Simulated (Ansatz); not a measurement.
Relaxation of CH9Al3SSi (15 atoms, charge 0, multiplicity 1), to a largest force component of 0.015 eV/Å in at most 40 steps.

Computed with RKS B3LYP-D4/6-31G (Ansatz).

```xyz
15
Properties=species:S:1:pos:R:3:forces:R:3
C -1.222 -1.676 -1.801 -1.08 2.83 0.19
Al -0.314 -1.063 -0.168 0.10 -0.21 -0.39
Al -1.241 -1.643 2.059 0.25 0.13 1.03
Si 1.725 0.244 -0.335 -1.12 0.17 -0.40
Al 1.298 2.237 0.830 0.15 0.30 1.11
S 1.390 4.241 -0.249 -0.62 0.23 -0.25
H -2.272 -1.213 -1.799 1.04 -0.83 0.02
H -1.280 -2.721 -1.853 -0.26 -1.72 -0.27
H -0.723 -1.238 -2.663 0.16 -0.25 -0.43
H -0.443 -1.147 3.409 -0.26 -0.16 -0.18
H -2.561 -2.499 2.219 -0.36 -0.22 0.17
H 2.797 -0.488 0.286 1.07 -0.65 0.42
H 1.889 0.549 -1.759 0.50 0.06 -0.68
H 0.915 2.214 2.421 0.02 0.10 -0.38
H 0.020 4.151 -0.567 0.42 0.24 0.02
```

Where does it end, and by what steps?

It did not converge within its limit. Limits of this set-up: no polarisation functions. After 39 steps the energy has fallen by 0.973 eV; H11 moved furthest, 1.92 Å.

| step | energy less start (eV) | largest force component (eV/Å) | accepted |
| --- | --- | --- | --- |
| 0 | 0.0000 | 2.833 | yes |
| 2 | -0.4550 | 0.126 | yes |
| 4 | -0.4922 | 0.301 | yes |
| 6 | -0.6436 | 0.656 | yes |
| 8 | -0.7964 | 0.278 | yes |
| 10 | -0.8358 | 0.073 | yes |
| 12 | -0.8415 | 0.043 | yes |
| 14 | -0.8534 | 0.112 | yes |
| 16 | -0.8637 | 0.302 | yes |
| 18 | -0.8979 | 0.284 | yes |
| 20 | -0.9191 | 0.234 | yes |
| 22 | -0.9351 | 0.101 | yes |
| 24 | -0.9428 | 0.072 | yes |
| 26 | -0.9458 | 0.089 | yes |
| 28 | -0.9479 | 0.184 | yes |
| 30 | -0.9532 | 0.043 | yes |
| 32 | -0.9559 | 0.258 | yes |
| 34 | -0.9621 | 0.072 | yes |
| 36 | -0.9595 | 0.508 | no |
| 38 | -0.9693 | 0.088 | yes |
| 39 | -0.9726 | 0.189 | yes |

```xyz
15
Properties=species:S:1:pos:R:3
C -1.303 -1.161 -1.857
Al -0.399 -1.183 -0.087
Al -1.307 -2.175 2.118
Si 1.800 -0.020 -0.019
Al 1.499 2.346 0.524
S -0.065 3.354 -0.807
H -1.554 -0.120 -2.133
H -2.232 -1.754 -1.876
H -0.626 -1.548 -2.637
H -2.046 -1.258 3.225
H -1.110 -3.725 2.527
H 2.770 -0.602 0.984
H 2.498 -0.074 -1.360
H 2.122 3.244 1.697
H -0.068 4.624 -0.270
```

Time of the run: 3.2 min on 2 threads of Arm Neoverse V1 (shared host), peak memory 0.26 GiB.
